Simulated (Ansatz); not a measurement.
Relaxation of C2H3NaS (7 atoms, charge 0, multiplicity 1), to a largest force component of 0.02 eV/Å in at most 50 steps.

These are results of Ansatz, UKS PBE0-D4/def2-SVP, not measurements.

```xyz
7
Properties=species:S:1:pos:R:3
Na -1.124 -2.023 1.818
C 0.025 -0.773 0.320
C -0.361 0.459 0.106
S 0.405 1.640 -1.060
H 0.893 -1.081 -0.272
H -1.189 0.968 0.578
H 1.352 0.811 -1.490
```

Problem. Where does it end, and by what steps?

Solution. The forces met the threshold. After 5 steps the energy has fallen by 0.063 eV; H5 moved furthest, 0.06 Å.

```json
{"step": "0", "energy less start (eV)": "0.0000", "largest force component (eV/Å)": "1.625", "accepted": "yes"}
{"step": "1", "energy less start (eV)": "-0.0514", "largest force component (eV/Å)": "0.542", "accepted": "yes"}
{"step": "2", "energy less start (eV)": "-0.0588", "largest force component (eV/Å)": "0.271", "accepted": "yes"}
{"step": "3", "energy less start (eV)": "-0.0601", "largest force component (eV/Å)": "0.207", "accepted": "yes"}
{"step": "4", "energy less start (eV)": "-0.0629", "largest force component (eV/Å)": "0.034", "accepted": "yes"}
{"step": "5", "energy less start (eV)": "-0.0630", "largest force component (eV/Å)": "0.014", "accepted": "yes"}
```

```xyz
7
Properties=species:S:1:pos:R:3
Na -1.126 -2.058 1.841
C 0.012 -0.787 0.334
C -0.342 0.481 0.077
S 0.392 1.663 -1.054
H 0.886 -1.136 -0.248
H -1.190 0.987 0.566
H 1.367 0.850 -1.518
```

Whether the end is a true minimum wasn't checked by a vibrational analysis.

The run took 17 s on 2 threads of AMD EPYC 9R14 (Zen 4) (shared host), peak memory 0.24 GiB.
